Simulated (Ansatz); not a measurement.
`CC(C)(C)[NH][InH2]` + H₂ → `CC(C)C` + `[NH2][InH2]`  (hydrogenolysis of a C–N bond)

Calculated with Ansatz (gas phase, PBE0-D4/def2-TZVP geometries, no zero-point term in ΔE). CCSD(T)/CBS is the MP2 limit (def2-TZVPP, def2-QZVPP) plus CCSD(T) − MP2 in def2-TZVPP, frozen cores. This one scheme is used for every species. DFT in def2-TZVPP. B3LYP here is the variant with VWN-RPA as its local correlation; programs differ in this. HSE06 is defined as in plane-wave codes. Elements past krypton have def2 core potentials. For In outer-core shells are correlated without core-valence functions, which leaves a few kJ/mol of doubt a bond.

| level | ΔE (kcal/mol) | difference from CCSD(T)/CBS |
| --- | --- | --- |
| LDA (SPW92) | -15.5 | 1.3 |
| PBE-D4 | -17.5 | -0.7 |
| BLYP-D4 | -16.8 | 0.0 |
| B3LYP-D4 | -18.5 | -1.7 |
| r2SCANh-D4 | -18.5 | -1.7 |
| r2SCAN0-D4 | -19.3 | -2.5 |
| HSE06-D4 | -19.0 | -2.2 |
| CAM-B3LYP-D4 | -19.6 | -2.8 |
| revPBE | -23.1 | -6.3 |
| BLYP | -23.5 | -6.7 |
| B3LYP | -23.7 | -6.9 |
| r2SCANh | -19.6 | -2.8 |
| CAM-B3LYP | -22.6 | -5.8 |
| HF/def2-TZVPP | -27.4 | -10.6 |
| SCS-MP2/def2-QZVPP | -17.5 | -0.7 |
| HF/CBS(def2) | -27.4 | -10.6 |
| CCSD(T)/CBS | -16.8 | 0 |

Largest T1 diagnostic among the species: 0.016.

The D4 term adds +5.2 kcal/mol with B3LYP and +2.9 kcal/mol with PBE0; it sums over pairs of atoms, weighted by their polarisabilities, and B3LYP, whose exchange is more repulsive, gets the larger term. At CCSD(T), def2-SVP lies +1.8 kcal/mol from the extrapolated value and def2-TZVPP −0.1 kcal/mol.
